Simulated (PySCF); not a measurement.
# Unknown compound

An unknown has the formula C₉H₁₄Si. Its calculated NMR data are:

1H NMR (600 MHz, computed): δ 7.14 (t, 1H), 5.02 (m, 2H), 1.90 (m, 2H), 1.29 (s, 9H).

13C{1H} NMR (computed): δ 163.5 (CH), 135.8 (C), 110.9 (C), 85.0 (C), 32.9 (CH3), 28.9 (C), 18.5 (CH2).

[PySCF: PBE0/pcSseg-1 with gauge-including orbitals; geometry: GFN2-xTB; no relativistic terms; a single conformation; gas phase; averaged over atoms made equivalent by symmetry, fast rotation or ring inversion]

δ = σ(ref) − σ, references computed at the same level: 1H, 13C against TMS.

Task: Which candidate is it?
A. C=C=C(C#C[SiH2]C)C(C)C
B. CC(C)(C)C#CC1=CC[SiH2]1
C. C1=C(C2CC2)[C@H]2C[C@H](C2)[SiH2]1
D. CCC1=C[SiH2]C=C1C1CC1

Result: B. 

The formula gives 4 degrees of unsaturation (1 ring in the answer). 7 carbon signals for 9 carbons: some carbons are equivalent by symmetry or fast rotation. Carbon types of the structure: 4 × C, 1 × CH, 1 × CH2, 3 × CH3, leaving 2 H on heteroatoms. δC 163.5: alkene CH; the olefinic region. δC 135.8: fully substituted alkene carbon; an sp2 carbon of a C=C bond. δC 110.9, 85.0: alkyne carbon. δC 32.9: methyl carbon; aliphatic region, no heteroatom directly attached. δH 7.14: hydrogen on an alkene CH; attached to an sp2 carbon and in the plane of the double bond.

The others: C1=C(C2CC2)[C@H]2C[C@H](C2)[SiH2]1 would give 9 signals for carbon-bound and other non-exchanging H, not 4; C=C=C(C#C[SiH2]C)C(C)C would give 8 carbon signals, not 7; CCC1=C[SiH2]C=C1C1CC1 would give 8 carbon signals, not 7.

Shifts are as computed. Against solution values, carbons near 30 ppm lie about +3 ppm off and those near 130 ppm about +5 ppm. Of 1309 compounds with measured shifts, 239 miss one by over three times the rms of a fit or turn the order of signals round; such compounds aren't used in these exercises. No couplings were computed; multiplicities are counted from neighbouring protons, with m where these are inequivalent, close in shift, in a saturated or five-membered ring or joined by F or P, and br s for small geminal =CH2 splittings.
